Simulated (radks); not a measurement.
The numbers below are computed, except where a source is named.
Task: Cs I, configuration [Xe] 7s1 (not the ground configuration). Code: a radial shooting solver on a logarithmic mesh with Libxc functionals. Model: scalar-relativistic Kohn-Sham, LDA (Slater exchange, Perdew-Wang correlation), spin-polarised, spherical densities, finite nucleus; open shells are filled with parallel spins first (spin-orbit coupling, left out, can overturn this in heavy ions); Fermi nuclear charge, rms radius 4.8041 fm. Some entries of the table are withheld. Estimate them.

orbital  occ.  eigenvalue (eV)  <1/r> (bohr^-1)
1s up       1        -35760.91            59.34
1s down     1        -35760.91            59.34
2s up       1        -5612.880            13.63
2s down     1        -5612.879            13.63
2p up       3        -5038.352            13.00
2p down     3        -5038.351            13.00
3s up       1        -1168.524            4.909
3s down     1        -1168.523            4.909
3p up       3        -983.5691            4.664
3p down     3        -983.5680            4.664
3d up       5        -711.2127            4.421
3d down     5        -711.2117            4.421
4s up       1        -222.3796            2.020
4s down     1        -222.3774            2.020
4p up       3        -163.1622            1.857
4p down     3        -163.1597            1.857
4d up       5         -76.9304            1.584
4d down     5         -76.9273            1.584
5s up       1         -29.5526           0.7591
5s down     1         -29.5441           0.7593
5p up       3         -16.2216              (1)
5p down     3         -16.2053              (2)
6s up       0          -3.4282           0.2566
6s down     0          -3.3349           0.2584
6p up       0          -1.6636           0.1550
6p down     0          -1.5001           0.1620
7s up       1              (3)              (4)
7s down     0              (5)              (6)

Result: 
(1) 5p up <1/r> (bohr^-1): 0.6276
(2) 5p down <1/r> (bohr^-1): 0.6280
(3) 7s up eigenvalue (eV): -1.1346
(4) 7s up <1/r> (bohr^-1): 0.1040
(5) 7s down eigenvalue (eV): -0.9232
(6) 7s down <1/r> (bohr^-1): 0.09956
